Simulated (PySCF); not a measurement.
Estimate the missing entries of this data sheet.

Compound: C5H8ClFSi2.
SMILES with atom numbers: `[CH2:1]=[C:2]([CH2:3][Cl:4])[SiH2:5][C:6]#[C:7][SiH2:8][F:9]` (hydrogens: H10, H11 on C1; H12, H13 on C3; H14, H15 on Si5; H16, H17 on Si8)

Geometry (GFN2-xTB, Å), atoms numbered from 1 in this order:
```xyz
17
C5H8ClFSi2 angstrom
C     -3.0132    0.7630    0.2121
C     -1.8081    0.2788    0.4775
C     -1.5059   -1.1658    0.2610
Cl    -0.9525   -1.8941    1.7996
Si    -0.4034    1.3390    1.1891
C      1.1482    0.6943    0.4081
C      2.1284    0.2121   -0.1145
Si     3.6162   -0.5353   -0.9127
F      3.1107   -1.8526   -1.6928
H     -3.2455    1.8050    0.3535
H     -3.8158    0.1472   -0.1669
H     -2.3771   -1.7342   -0.0680
H     -0.6823   -1.2948   -0.4431
H     -0.3137    1.1946    2.6443
H     -0.6087    2.7347    0.7853
H      4.1454    0.3357   -1.9517
H      4.5702   -1.0156    0.0747
```

```tsv
property	level	value
point group of the GFN2-xTB geometry	GFN2-xTB	?
rotational constants A, B, C of the GFN2-xTB geometry	GFN2-xTB	1.405, 0.454, 0.397 GHz
dipole moment	PBE0/pcSseg-1	2.34 D
HOMO energy	PBE0/pcSseg-1	?
LUMO energy	PBE0/pcSseg-1	-1.24 eV
13C chemical shifts (computed TMS as zero) by class	GIAO PBE0/pcSseg-1	?
1H chemical shifts (computed TMS as zero) by class	GIAO PBE0/pcSseg-1	6.26 (H11), 5.73 (H10), 5.18 (H16/H17), 4.80 (H14/H15), 4.57 (H12/H13) ppm
isotropic shieldings of nuclei other than C and H, by class	GIAO PBE0/pcSseg-1	388 (F9), 379 (Si8), 419 (Si5), 830 (Cl4) ppm
```

The electronic properties come from PySCF, for the isolated species, density fitting. NMR classes are plain means over equivalent atoms (diastereotopic ones count apart unless rotation or inversion swaps them), as if these changed places fast; in this geometry the members of some classes differ.

Problem. Give the HOMO energy.

Solution. -8.13 eV.

Problem. Give the 13C chemical shifts (computed TMS as zero) by class.

Solution. 150.8 (C2), 136.2 (C1), 117.6 (C6), 116.7 (C7), 57.0 (C3) ppm.

Problem. The point group of the GFN2-xTB geometry?

Solution. C1.

The rotational constants make it an asymmetric top with κ = (2B − A − C)/(A − C) = -0.89, nearer the prolate limit (−1). With B = h/(8π²I), that is 505.379 GHz u Å² over I, the principal moments of inertia are 359.8, 1112.3 and 1273.2 u Å² (most abundant isotopes); the inertial defect Ic − Ia − Ib is -198.9 u Å² (zero for a rigid planar frame, negative otherwise). A dipole of 2.34 D is allowed in C1, and pure rotational transitions are dipole-allowed. In atomic units the dipole is 0.92 e·bohr (1 au = 2.5417 D).

One conformer stands for the species.
